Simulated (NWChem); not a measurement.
System: CH7GeNO; SMILES [CH3][Ge@H]([OH])[NH2]

NWChem printed, in part:

```
             Northwest Computational Chemistry Package (NWChem) 7.3.0
             --------------------------------------------------------

                             Geometry "geometry" -> ""
                             -------------------------

 Output coordinates in angstroms (scale by  1.889725989 to convert to a.u.)

  No.       Tag          Charge          X              Y              Z
 ---- ---------------- ---------- -------------- -------------- --------------
    1 C                    6.0000    -0.09326300     1.84442800    -0.27727600
    2 Ge                  32.0000     0.02978600    -0.03957600     0.25682600
    3 N                    7.0000    -1.50757800    -0.89023500    -0.33550300
    4 O                    8.0000     1.57947700    -0.77628800    -0.33677200
    5 H                    1.0000    -0.11723300     1.94527300    -1.36716000
    6 H                    1.0000    -1.01025300     2.27750200     0.13253600
    7 H                    1.0000     0.76728400     2.39874500     0.10673500
    8 H                    1.0000     0.12368900    -0.27887600     1.77843800
    9 H                    1.0000    -1.51739700    -1.88511500    -0.12417500
   10 H                    1.0000    -1.69432000    -0.77285600    -1.32844500
   11 H                    1.0000     1.69397600    -0.62374100    -1.28771700

 Effective nuclear repulsion energy (a.u.)     308.4905295740

                              NWChem Property Module
                              ----------------------

  itol2e modified to match energy
  convergence criterion.

                                 NWChem DFT Module
                                 -----------------

 Summary of "ao basis" -> "ao basis" (spherical)
 ------------------------------------------------------------------------------
       Tag                 Description            Shells   Functions and Types
 ---------------- ------------------------------  ------  ---------------------
 C                          def2-svp                 6       14   3s2p1d
 Ge                         def2-svp                12       32   5s4p3d
 N                          def2-svp                 6       14   3s2p1d
 O                          def2-svp                 6       14   3s2p1d
 H                          def2-svp                 3        5   2s1p

  itol2e modified to match energy
  convergence criterion.

            General Information
            -------------------
          SCF calculation type: DFT
          Wavefunction type:  closed shell.
          No. of atoms     :    11
          No. of electrons :    60
           Alpha electrons :    30
            Beta electrons :    30
          Charge           :     0
          Spin multiplicity:     1
          Use of symmetry is: off; symmetry adaption is: off
          Maximum number of iterations: 150
          AO basis - number of functions:   109
                     number of shells:    51
          Convergence on energy requested:  1.00D-07
          Convergence on density requested:  1.00D-05
          Convergence on gradient requested:  5.00D-04

              XC Information
              --------------
                         B3LYP Method XC Potential
                     Hartree-Fock (Exact) Exchange  0.200
                        Slater Exchange Functional  0.800 local
                    Becke 1988 Exchange Functional  0.720 non-local
              Lee-Yang-Parr Correlation Functional  0.810
                  VWN I RPA Correlation Functional  0.190 local

             Grid Information
             ----------------
          Grid used for XC integration:  fine
          Radial quadrature: Mura-Knowles
          Angular quadrature: Lebedev.
          Tag              B.-S. Rad. Rad. Pts. Rad. Cut. Ang. Pts.
          ---              ---------- --------- --------- ---------
          C                   0.70       70          11.0       590
          Ge                  1.25      140           9.0       974
          N                   0.65       70          11.0       590
          O                   0.60       70          11.0       590
          H                   0.35       60          12.0       590
          Grid pruning is: on
          Number of quadrature shells:   770
          Spatial weights used:  Erf1

      Superposition of Atomic Density Guess
      -------------------------------------

 Sum of atomic energies:       -2245.09858941

      Non-variational initial energy
      ------------------------------

 Total energy =   -2246.768184
 1-e energy   =   -3739.506576
 2-e energy   =    1184.247863
 HOMO         =      -0.360114
 LUMO         =       0.045073

   convergence    iter        energy       DeltaE   RMS-Dens  Diis-err
 ---------------- ----- ----------------- --------- --------- ---------
 d= 0,ls=0.0,diis     1  -2248.9030808364 -2.56D+03  1.37D-02  7.52D-01
 d= 0,ls=0.0,diis     2  -2248.8495336579  5.35D-02  8.11D-03  1.39D+00
 d= 0,ls=0.0,diis     3  -2248.9855094808 -1.36D-01  1.60D-03  5.80D-02
 d= 0,ls=0.0,diis     4  -2248.9896025351 -4.09D-03  7.11D-04  1.11D-02
 d= 0,ls=0.0,diis     5  -2248.9907077217 -1.11D-03  1.83D-04  1.09D-03
  Resetting Diis
 d= 0,ls=0.0,diis     6  -2248.9908170352 -1.09D-04  3.93D-05  3.82D-05
 d= 0,ls=0.0,diis     7  -2248.9908206029 -3.57D-06  1.91D-05  1.86D-06
 d= 0,ls=0.0,diis     8  -2248.9908204320  1.71D-07  1.10D-05  3.18D-06
 d= 0,ls=0.0,diis     9  -2248.9908208463 -4.14D-07  1.37D-06  3.95D-08
 d= 0,ls=0.0,diis    10  -2248.9908208505 -4.16D-09  3.93D-07  3.09D-09

         Total DFT energy =    -2248.990820850457
      One electron energy =    -3743.081538876239
           Coulomb energy =     1288.292239752575
    Exchange-Corr. energy =     -102.692051300791
 Nuclear repulsion energy =      308.490529573997

 Numeric. integr. density =       59.999999729552

                       DFT Final Molecular Orbital Analysis
                       ------------------------------------

[...]

          -----------------------
          Electric field gradient
          -----------------------

 1 a.u. = 0.324123 10**(16) esu/cm**3  ( or statvolts/cm**2 ) = 0.97174 10**(22) v/m**2

 ------------------------------------------------------------
   Atom      X         Y         Z
 ------------------------------------------------------------
    1 C   -0.17624   3.48546  -0.52398
 ------------------------------------------------------------

 Electric field gradient in molecular frame (a.u.)
         XX             YY             ZZ             XY             XZ             YZ
 ------------------------------------------------------------------------------------------
       -0.000555       0.022460      -0.021906      -0.000369      -0.000003      -0.007511

 Principal components (a.u.) and orientation
 of principal axis w.r.t. absolute frame                      Asymmetry parameter eta
 --------------------------------------------------------------------------------------
        0.023703      -0.023143      -0.000560                       0.952747

       -0.014993       0.002783       0.999884
        0.986600       0.162528       0.014342
       -0.162469       0.986700      -0.005183

 ------------------------------------------------------------
   Atom      X         Y         Z
 ------------------------------------------------------------
    2 Ge   0.05629  -0.07479   0.48533
 ------------------------------------------------------------

 Electric field gradient in molecular frame (a.u.)
         XX             YY             ZZ             XY             XZ             YZ
 ------------------------------------------------------------------------------------------
       -0.747881       0.305107       0.442774       0.197744       0.280485      -0.463168

 Principal components (a.u.) and orientation
 of principal axis w.r.t. absolute frame                      Asymmetry parameter eta
 --------------------------------------------------------------------------------------
       -0.891007       0.846890       0.044118                       0.900971

        0.921772       0.056277       0.383627
       -0.262786      -0.636830       0.724839
       -0.285097       0.768948       0.572223

 ------------------------------------------------------------
   Atom      X         Y         Z
 ------------------------------------------------------------
    3 N   -2.84891  -1.68230  -0.63401
 ------------------------------------------------------------

 Electric field gradient in molecular frame (a.u.)
         XX             YY             ZZ             XY             XZ             YZ
 ------------------------------------------------------------------------------------------
        0.416733      -0.229223      -0.187510      -0.344041      -0.454825       0.328301

 Principal components (a.u.) and orientation
 of principal axis w.r.t. absolute frame                      Asymmetry parameter eta
 --------------------------------------------------------------------------------------
        0.856401      -0.544949      -0.311451                       0.272650

        0.791595       0.124490       0.598230
       -0.392488      -0.646771       0.653942
       -0.468327       0.752456       0.463120

 ------------------------------------------------------------
   Atom      X         Y         Z
 ------------------------------------------------------------
    4 O    2.98478  -1.46697  -0.63641
 ------------------------------------------------------------

 Electric field gradient in molecular frame (a.u.)
         XX             YY             ZZ             XY             XZ             YZ
 ------------------------------------------------------------------------------------------
        0.121230       1.028947      -1.150178       0.513420       0.652260       0.191245

 Principal components (a.u.) and orientation
 of principal axis w.r.t. absolute frame                      Asymmetry parameter eta
 --------------------------------------------------------------------------------------
       -1.425514       1.344991       0.080524                       0.887025

       -0.391409       0.463316       0.795071
        0.010178       0.866130      -0.499715
        0.920161       0.187501       0.343726

 ------------------------------------------------------------
   Atom      X         Y         Z
 ------------------------------------------------------------
    5 H   -0.22154   3.67603  -2.58356
 ------------------------------------------------------------

 Electric field gradient in molecular frame (a.u.)
         XX             YY             ZZ             XY             XZ             YZ
 ------------------------------------------------------------------------------------------
        0.153794       0.155267      -0.309061       0.000641      -0.009722       0.038790

 Principal components (a.u.) and orientation
 of principal axis w.r.t. absolute frame                      Asymmetry parameter eta
 --------------------------------------------------------------------------------------
       -0.312483       0.158491       0.153991                       0.014400

        0.020888      -0.036575       0.999113
       -0.082655       0.995846       0.038184
        0.996359       0.083379      -0.017778

 ------------------------------------------------------------
   Atom      X         Y         Z
 ------------------------------------------------------------
    6 H   -1.90910   4.30385   0.25046
 ------------------------------------------------------------

 Electric field gradient in molecular frame (a.u.)
         XX             YY             ZZ             XY             XZ             YZ
 ------------------------------------------------------------------------------------------
       -0.173691       0.086729       0.086963       0.155041       0.146638      -0.070499

 Principal components (a.u.) and orientation
 of principal axis w.r.t. absolute frame                      Asymmetry parameter eta
 --------------------------------------------------------------------------------------
       -0.312252       0.159512       0.152740                       0.021689

        0.838707       0.311606       0.446623
       -0.392603       0.914327       0.099345
       -0.377403      -0.258667       0.889190

 ------------------------------------------------------------
   Atom      X         Y         Z
 ------------------------------------------------------------
    7 H    1.44996   4.53297   0.20170
 ------------------------------------------------------------

 Electric field gradient in molecular frame (a.u.)
         XX             YY             ZZ             XY             XZ             YZ
 ------------------------------------------------------------------------------------------
       -0.135561       0.039923       0.095638      -0.187472      -0.129213      -0.084524

 Principal components (a.u.) and orientation
 of principal axis w.r.t. absolute frame                      Asymmetry parameter eta
 --------------------------------------------------------------------------------------
       -0.313123       0.159756       0.153367                       0.020406

        0.788549      -0.422421      -0.446934
        0.503326       0.860890       0.074371
        0.353346      -0.283599       0.891470

 ------------------------------------------------------------
   Atom      X         Y         Z
 ------------------------------------------------------------
    8 H    0.23374  -0.52700   3.36076
 ------------------------------------------------------------

 Electric field gradient in molecular frame (a.u.)
         XX             YY             ZZ             XY             XZ             YZ
 ------------------------------------------------------------------------------------------
        0.069993       0.063700      -0.133693       0.001157      -0.012111       0.030624

 Principal components (a.u.) and orientation
 of principal axis w.r.t. absolute frame                      Asymmetry parameter eta
 --------------------------------------------------------------------------------------
       -0.139041       0.070876       0.068165                       0.019497

        0.058016       0.965166       0.255125
       -0.149427      -0.244281       0.958122
        0.987069      -0.093709       0.130049

 ------------------------------------------------------------
   Atom      X         Y         Z
 ------------------------------------------------------------
    9 H   -2.86746  -3.56235  -0.23466
 ------------------------------------------------------------

 Electric field gradient in molecular frame (a.u.)
         XX             YY             ZZ             XY             XZ             YZ
 ------------------------------------------------------------------------------------------
        0.212724      -0.369060       0.156336      -0.015719      -0.023348       0.126113

 Principal components (a.u.) and orientation
 of principal axis w.r.t. absolute frame                      Asymmetry parameter eta
 --------------------------------------------------------------------------------------
       -0.397932       0.228682       0.169250                       0.149351

        0.016645       0.856816       0.515353
        0.975095      -0.127919       0.181182
       -0.221163      -0.499502       0.837606

[...]
```

Level: B3LYP/def2-SVP. Structure relaxed at the B3LYP/6-31G* (spherical d) level. B3LYP is NWChem's, with the RPA form of VWN correlation. NWChem prints the field gradient with the sign opposite to the second derivative of the potential.

### Question
Which NWChem input produces such a log?

### Answer
Several could match; the one computed here: the input that was run:
```
start job
memory heap 200 mb stack 900 mb global 1100 mb
geometry units angstroms noautosym nocenter noautoz
  C     -0.093263     1.844428    -0.277276
  Ge     0.029786    -0.039576     0.256826
  N     -1.507578    -0.890235    -0.335503
  O      1.579477    -0.776288    -0.336772
  H     -0.117233     1.945273    -1.367160
  H     -1.010253     2.277502     0.132536
  H      0.767284     2.398745     0.106735
  H      0.123689    -0.278876     1.778438
  H     -1.517397    -1.885115    -0.124175
  H     -1.694320    -0.772856    -1.328445
  H      1.693976    -0.623741    -1.287717
end
basis spherical
  C library def2-svp
  Ge library def2-svp
  N library def2-svp
  O library def2-svp
  H library def2-svp
end
dft
  xc b3lyp
  iterations 150
end
property
  efieldgrad
end
task dft property
```
